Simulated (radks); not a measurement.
Numerical settings for neutral tellurium, [Kr] 4d10 5s2 5p4. Method: Dirac Kohn-Sham, PBEsol, spin-unpolarised, spherical densities, finite nucleus; open shells fill j = l - 1/2 first; Fermi nuclear charge, rms radius 4.7423 fm; computed with a radial shooting solver on a logarithmic mesh with Libxc functionals. The defaults (mesh step 0.008 in ln r, mesh end at 40 bohr or more with all orbitals vanishing there, Anderson mixing 0.5 over 9 steps, residual threshold near 1e-9 with the energy settled to 1e-9 hartree or 1e-11 of itself, here a cap of 72 iterations) give E = -6793.7153 hartree and 5p3/2 at -5.632 eV in 13 iterations. Run on one thread of a shared host, so times are rough (Intel(R) Xeon(R) Platinum 8488C): 0.23 s of CPU time, 0.23 s wall, 13 iterations on 2437 mesh points. Changes against that run (0 stands for a change within the tolerance of the run):

setting                    iterations         converged  E (mhartree)  e(5p3/2) (meV)  CPU (s)
mesh step in ln r 0.03             13               yes      +0.00311               0     0.05
mesh step in ln r 0.12              2                no      diverged               -     0.01
mesh step in ln r 0.02             13               yes      +0.00028               0     0.09
mesh end (bohr) 2                  13  level above zero     +1.75e+04       +1.08e+05     0.14
mesh end (bohr) 400                13               yes             0               0      0.2
residual threshold 0.001            9               yes             0         +0.0211     0.17
residual threshold 1e-13           23               yes             0               0     0.28
mixing 0.2                         16               yes             0               0     0.25
linear mixing, mixing 0.2          72                no             0               0     0.73
linear mixing, mixing 0.8          50               yes             0               0     0.47
mixing history 3                   16               yes             0               0      0.2
iteration cap 2                     2                no         +55.5       -4.54e+03     0.05

Settled on a wrong energy, with an occupied level pushed above zero by the early mesh end: mesh end (bohr) 2 (+17.5 hartree). Apart from these: no run marked as converged misses the energy by more than 1 mhartree. A mesh that ends early acts as a hard wall.
